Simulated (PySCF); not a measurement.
# Computed structure and properties of ErH3(NH3)

System: ErH3(NH3) (singlet in the valence; each metal's 4f electrons, 11 of them, lie in its core potential, out of spins and levels); start: template (C3v). Method: PySCF 2.14.0, RKS PBE0, Er lcecp-1-SVP with ECP57, H def2-SVP, N def2-SVP; non-relativistic Hamiltonian with scalar-relativistic core potentials where named; density fitting; no spin-orbit coupling.

Input of the relaxation:

```python
mol = gto.M(atom='''
Er     0.12819    -0.12819     0.12819
H      1.37669     1.12031     1.37669
H     -1.12031    -1.37669     1.37669
H      1.37669    -1.37669    -1.12031
N     -1.30511     1.30511    -1.30511
H     -1.91821     1.91821    -0.76801
H     -0.76801     1.91821    -1.91821
H     -1.91821     0.76801    -1.91821''',
    basis={'Er': 'lcecp-1-SVP', 'H': 'def2-SVP', 'N': 'def2-SVP'},
    ecp={'Er': 'lcecp-1-SVP'},
    charge=0, spin=0)
mf = dft.RKS(mol, xc='PBE0')
mf.grids.atom_grid = (50, 194)  # f atoms: unpruned, at least (60, 302)
mf = mf.density_fit()  # fitting sets: Er AutoAux, H def2-universal-JKFIT, N def2-universal-JKFIT
mf.conv_tol = 1e-08; mf.max_cycle = 55
mf.kernel(dm0)  # dm0: converged density of the start geometry
# quasi-Newton relaxation in Cartesian coordinates to a largest gradient under 0.00045 Eh/bohr, steps kept in the point group
```

Run from Python with OMP_NUM_THREADS=2; the lines above give its settings. Where DIIS fails, smearing, a level shift and second-order steps follow.
It took 88 s on 2 threads of Intel(R) Xeon(R) Processor @ 2.50GHz (Skylake/Cascade Lake), on a shared host, from the converged density of the start.

Course of the relaxation:

```
step  energy above end (eV)  largest force component within the symmetry (eV/Å)
   0                 0.3894                                               0.988
   1                 0.1919                                               0.658
   2                 0.0335                                               0.083
   3                 0.0252                                               0.082
   4                 0.0062                                               0.059
   5                 0.0031                                               0.069
   6                 0.0012                                               0.068
   7                 0.0005                                               0.047
   8                 0.0001                                               0.020
   9                 0.0000                                               0.005
```

Relaxed geometry (C3v):

```xyz
8

Er    0.2254   -0.2254    0.2254
H     1.1698    1.2802    1.1698
H    -1.2802   -1.1698    1.1698
H     1.1698   -1.1698   -1.2802
N    -1.1907    1.1907   -1.1907
H    -1.8006    1.8006   -0.6412
H    -0.6412    1.8006   -1.8006
H    -1.8006    0.6412   -1.8006
```

```
     contact      Å
  Er1–H2 (H)  2.013
  Er1–H3 (H)  2.013
  Er1–H4 (H)  2.013
Er1–N5 (NH3)  2.453
```

On the finer grid (75, 302):

```
HOMO                                                          : -6.30 eV
LUMO                                                          : -0.28 eV
Dipole about the centre of mass                               : 5.47 D
Set of Mulliken populations of Er1 outside the core potential : s 2.69, p 6.61, d 1.14, f 0.02
D3(BJ) dispersion energy (not in the energies)                : -0.094 eV
```

| atom | Mulliken (e) | Löwdin (e) | spin (e) |
| --- | --- | --- | --- |
| Er1 | 0.54 | 0.31 | 0.00 |
| H2 | -0.25 | -0.22 | 0.00 |
| H3 | -0.25 | -0.22 | 0.00 |
| H4 | -0.25 | -0.22 | 0.00 |
| N5 | -0.31 | -0.01 | 0.00 |
| H6 | 0.18 | 0.12 | 0.00 |
| H7 | 0.18 | 0.12 | 0.00 |
| H8 | 0.18 | 0.12 | 0.00 |

The 4f levels lie in the core potential and are missing. Their spin isn't counted.

On the grid (50, 194), as all that follows. Harmonic modes: a minimum within the noise of the softest modes; lowest 50 cm⁻¹ (negative: unstable), highest 3605 cm⁻¹, zero-point energy 1.395 eV.

Taking off one H (charge -1, singlet; the rest: singlet) in vacuum, both parts rigid, costs 9.07 eV; the small basis without counterpoise inflates it. Most of it is the attraction of opposite charges; other ways to part are cheaper, and one spin state was tried for the rest.

Rigid scan of H along the line from its metal:

(distance to H2 (Å), energy (eV)): (1.71, 0.472), (1.81, 0.187), (1.91, 0.042), (2.01, 0.000), (2.11, 0.033), (2.21, 0.120), (2.41, 0.396), (2.71, 0.922), (3.11, 1.648), (3.61, 2.456)

Taking off one NH3 (charge 0, singlet; the rest: singlet) in vacuum, both parts rigid, costs 1.58 eV; the small basis without counterpoise inflates it.

Rigid scan of NH3 along the line from its metal:

```
distance to N5 (Å)  energy (eV)
              2.15        0.367
              2.25        0.140
              2.35        0.030
              2.45        0.000
              2.55        0.022
              2.65        0.078
              2.85        0.241
              3.15        0.513
              3.55        0.821
              4.05        1.088
```

One start shape was tried, so this needn't be the lowest isomer.

An lcecp potential fixes the number of 4f electrons, so in runs with it no electron can move into or out of that shell.
